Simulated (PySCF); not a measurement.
Molfile (atoms numbered from 1):
```
C2H13NOSi3
     RDKit          3D

 20 19  0  0  0  0  0  0  0  0999 V2000
   -3.3372   -1.1080   -0.7287 C   0  0  0  0  0  0  0  0  0  0  0  0
   -2.0636   -0.5677   -0.5306 O   0  0  0  0  0  0  0  0  0  0  0  0
   -1.6481    1.0402   -0.5132 Si  0  0  0  0  0  4  0  0  0  0  0  0
    0.0487    1.0032   -0.1431 N   0  0  0  0  0  0  0  0  0  0  0  0
    0.8939    2.5284   -0.0111 Si  0  0  0  0  0  4  0  0  0  0  0  0
    0.8523   -0.5595    0.0683 Si  0  0  0  0  0  4  0  0  0  0  0  0
    2.6733   -0.2541    0.4114 C   0  0  0  0  0  0  0  0  0  0  0  0
   -3.7397   -0.8627   -1.7285 H   0  0  0  0  0  0  0  0  0  0  0  0
   -4.0600   -0.7529    0.0286 H   0  0  0  0  0  0  0  0  0  0  0  0
   -3.2722   -2.2034   -0.6486 H   0  0  0  0  0  0  0  0  0  0  0  0
   -2.4434    1.7729    0.5223 H   0  0  0  0  0  0  0  0  0  0  0  0
   -1.9243    1.6727   -1.8417 H   0  0  0  0  0  0  0  0  0  0  0  0
   -0.1153    3.6037   -0.2696 H   0  0  0  0  0  0  0  0  0  0  0  0
    1.9937    2.6609   -1.0142 H   0  0  0  0  0  0  0  0  0  0  0  0
    1.4751    2.7437    1.3491 H   0  0  0  0  0  0  0  0  0  0  0  0
    0.7259   -1.3899   -1.1664 H   0  0  0  0  0  0  0  0  0  0  0  0
    0.2623   -1.3080    1.2182 H   0  0  0  0  0  0  0  0  0  0  0  0
    2.8279    0.3605    1.3119 H   0  0  0  0  0  0  0  0  0  0  0  0
    3.1752    0.2373   -0.4364 H   0  0  0  0  0  0  0  0  0  0  0  0
    3.1734   -1.2211    0.5803 H   0  0  0  0  0  0  0  0  0  0  0  0
  1  2  1  0
  2  3  1  0
  3  4  1  0
  4  5  1  0
  4  6  1  0
  6  7  1  0
  1  8  1  0
  1  9  1  0
  1 10  1  0
  3 11  1  0
  3 12  1  0
  5 13  1  0
  5 14  1  0
  5 15  1  0
  6 16  1  0
  6 17  1  0
  7 18  1  0
  7 19  1  0
  7 20  1  0
M  END
```

Geometry: PBE0-D3(BJ)/def2-SVP; GIAO absolute shieldings from PySCF 2.14.0 with density-fitted response routines, gas phase, non-relativistic, averaged over equivalent atoms.

At PBE0/pcSseg-1 (205 basis functions, 64 s wall time on 1 thread of an Arm Neoverse N1, shared host):
| atoms | σ (ppm) |
| --- | --- |
| C1 | 132.4 |
| C7 | 189.5 |
| O2 | 322.3 |
| Si3 | 373.9 |
| Si6 | 380.0 |
| Si5 | 414.4 |
| N4 | 268.0 |
| H11/H12 | 26.25 |
| H16/H17 | 26.44 |
| H13/H14/H15 | 26.75 |
| H8/H9/H10 | 27.55 |
| H18/H19/H20 | 30.80 |

What do these become at B97-2/pcSseg-1?

Results:


```tsv
atoms	σ at B97-2/pcSseg-1	change
C1	131.8	-0.6
C7	188.3	-1.2
O2	320.4	-1.9
Si3	382.5	+8.6
Si6	386.0	+6.0
Si5	419.2	+4.8
N4	266.8	-1.2
H11/H12	26.46	+0.21
H16/H17	26.66	+0.22
H13/H14/H15	26.96	+0.21
H8/H9/H10	27.67	+0.12
H18/H19/H20	30.92	+0.12
```

The largest change is at Si3 (silicon bonded to N, O, 2 H). Cost: 205 basis functions, 58 s wall time on 1 thread of an Arm Neoverse N1, shared host.
